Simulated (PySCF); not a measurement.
Input of a response calculation (the driver script's job line, then coordinates in Å):

```
{"job": {"kind": "uv", "xc": "wB97X-D", "basis": "def2-SVPD", "ip": true}, "charge": 0, "multiplicity": 1}
C     -1.821186     1.817166     0.411410
C     -1.559461     0.586783    -0.056719
C     -2.660387    -0.296510    -0.570522
C     -0.179728     0.039149    -0.071707
C      0.053280    -1.338805     0.044313
C      1.354219    -1.836292     0.050299
C      2.444691    -0.983175    -0.072298
C      2.230120     0.394784    -0.210686
S      3.650260     1.428669    -0.398143
C      0.925558     0.891200    -0.213760
H     -1.041643     2.452124     0.838640
H     -2.837912     2.217967     0.401523
H     -3.611024     0.250612    -0.626576
H     -2.421399    -0.692730    -1.570163
H     -2.817581    -1.166105     0.088431
H     -0.784585    -2.029552     0.148147
H      1.523036    -2.910907     0.153340
H      3.461561    -1.382885    -0.071504
H      2.984826     2.600096    -0.459823
H      0.753637     1.960356    -0.355638
```

Output:

```
coarse grid: 17600 points
cycle   1  E = -746.5356253845  dE =  1.791e+00  |g| = 3.382e-01  |ddm| = 1.407e+01
cycle   2  E = -746.5636892063  dE = -2.806e-02  |g| = 2.227e-01  |ddm| = 2.617e+00
cycle   3  E = -746.5754139481  dE = -1.172e-02  |g| = 5.892e-02  |ddm| = 1.022e+00
cycle   4  E = -746.5762668263  dE = -8.529e-04  |g| = 2.849e-02  |ddm| = 3.527e-01
cycle   5  E = -746.5764953336  dE = -2.285e-04  |g| = 3.904e-03  |ddm| = 1.444e-01
cycle   6  E = -746.5765003317  dE = -4.998e-06  |g| = 1.969e-03  |ddm| = 3.321e-02
final grid: 166344 points
cycle   7  E = -746.6690923361  dE = -1.317e-04  |g| = 4.948e-03  |ddm| = 4.694e-01
cycle   8  E = -746.6690957233  dE = -3.387e-06  |g| = 3.613e-03  |ddm| = 5.733e-02
cycle   9  E = -746.6690988189  dE = -3.096e-06  |g| = 8.448e-04  |ddm| = 1.416e-02
cycle  10  E = -746.6690989928  dE = -1.740e-07  |g| = 3.775e-04  |ddm| = 4.743e-03
cycle  11  E = -746.6690990343  dE = -4.151e-08  |g| = 8.179e-05  |ddm| = 1.942e-03
cycle  12  E = -746.6690990367  dE = -2.385e-09  |g| = 3.134e-05  |ddm| = 5.248e-04
cycle  13  E = -746.6690990372  dE = -4.281e-10  |g| = 1.115e-05  |ddm| = 2.044e-04
converged SCF energy = -746.6690990372

Static polarisability (au): isotropic 130.293, principal 81.486 142.965 166.428

Singlet excitations
state   eV       nm        f      main configurations
  1   4.7107    263.2   0.02763   H->L 0.64, H->L+1 0.13, H-1->L+1 0.09
  2   5.2350    236.8   0.14536   H-1->L 0.46, H->L+1 0.25, H->L 0.16
  3   5.2784    234.9   0.02003   H->L+2 0.59, H->L+4 0.09
  4   5.5883    221.9   0.48513   H->L+1 0.54, H-1->L 0.37
  5   5.9894    207.0   0.17879   H-1->L+1 0.79, H->L 0.13
  6   6.2105    199.6   0.02463   H->L+3 0.67, H->L+2 0.08
  7   6.6532    186.4   0.00160   H-1->L+2 0.55, H->L+2 0.13
  8   6.7787    182.9   0.18401   H-2->L 0.78
  9   6.8962    179.8   0.00976   H->L+4 0.22, H->L+5 0.22, H-1->L+2 0.20
 10   7.0525    175.8   0.01954   H->L+6 0.36, H-3->L 0.20, H->L+5 0.12

Triplet excitations (Tamm-Dancoff, eV): 3.4821 4.1063 4.1991 4.6286
Vertical ionisation energy (delta-SCF) = 8.1549 eV
```

Theory: PySCF, TDDFT wB97X-D/def2-SVPD, vertical, gas phase, core orbitals frozen in the response. One conformer (not necessarily the lowest) at the PBE0-D3(BJ)/def2-SVP geometry, without solvent, vibrations or thermal averaging.

Q: What is the gap between the lowest singlet and the lowest triplet?

A: 4.7107 − 3.4821 = 1.2286 eV (full response against Tamm–Dancoff).

Q: Give the mean polarisability in Å³.

A: 130.29 au × 0.148185 = 19.31 Å³.

Q: How many basis functions and electrons does this run hold?

A: 287 basis functions for 80 electrons in 40 doubly occupied orbitals.

Q: Which orbital energies lie behind H and L?

A: HOMO -8.08 eV and LUMO 0.61 eV, a gap of 8.70 eV; state 1 differs from that by -3.99 eV.

Q: What share of the summed oscillator strength falls to the strongest level in this window?

A: State 4 at 222 nm: 0.4851 of 1.0965, or 44%.

Q: Which species is it?

A: `c1(S)cccc(c1)C(=C)C` (C9H10S), point group C1.

The SCF starts on a coarse grid; the energy jumps when the final grid takes over, and dE counts afresh there. H and L stand for HOMO and LUMO.

Hardware: an x86-64 server with one thread, on a shared host. Cost: 6.7 min of wall time.

Conformer computed: `[CH2:1]=[C:2]([CH3:3])[c:4]1[cH:5][cH:6][cH:7][c:8]([SH:9])[cH:10]1`: C1–C2–C4–C5 150°, H–S9–C8–C7 -179°.

The pairwise dispersion term of wB97X-D wasn't added to the energies; at a given geometry it leaves orbitals and properties as they are.
